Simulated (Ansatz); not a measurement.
`c1ccc(Sc2ccccc2)cc1` and `CSc1ccccc1` differ in one atom or group.

Ansatz, PBE0-D4/def2-TZVP geometries, multiplicity 1. Each molecule was computed in one conformer, which needn't be the lowest.

| property | `c1ccc(Sc2ccccc2)cc1` |
| --- | --- |
| LUMO energy (B3LYP/def2-TZVPP) / eV | -0.95 |
| size of the dipole moment (ωB97M-V/def2-TZVPP) / D | 1.48 |
| HOMO energy (ωB97M-V/def2-TZVPP) / eV | -8.03 |
| HOMO–LUMO gap (B3LYP/def2-TZVPP) / eV | 4.89 |
| LUMO energy (PBE/def2-TZVPP) / eV | -1.64 |
| size of the dipole moment (PBE/def2-TZVPP) / D | 1.37 |

Q: Give the same properties after the change, and the shifts. (Estimate.)

A: Computed: 
```tsv
property	`CSc1ccccc1`	shift
LUMO energy (B3LYP/def2-TZVPP) / eV	-0.47	0.48
size of the dipole moment (ωB97M-V/def2-TZVPP) / D	1.28	-0.20
HOMO energy (ωB97M-V/def2-TZVPP) / eV	-8.03	0.00
HOMO–LUMO gap (B3LYP/def2-TZVPP) / eV	5.35	0.46
LUMO energy (PBE/def2-TZVPP) / eV	-1.17	0.47
size of the dipole moment (PBE/def2-TZVPP) / D	1.28	-0.09
```

Dipoles are sizes alone; their direction can turn.

B3LYP here is the variant with VWN-RPA as its local correlation; programs differ in this.
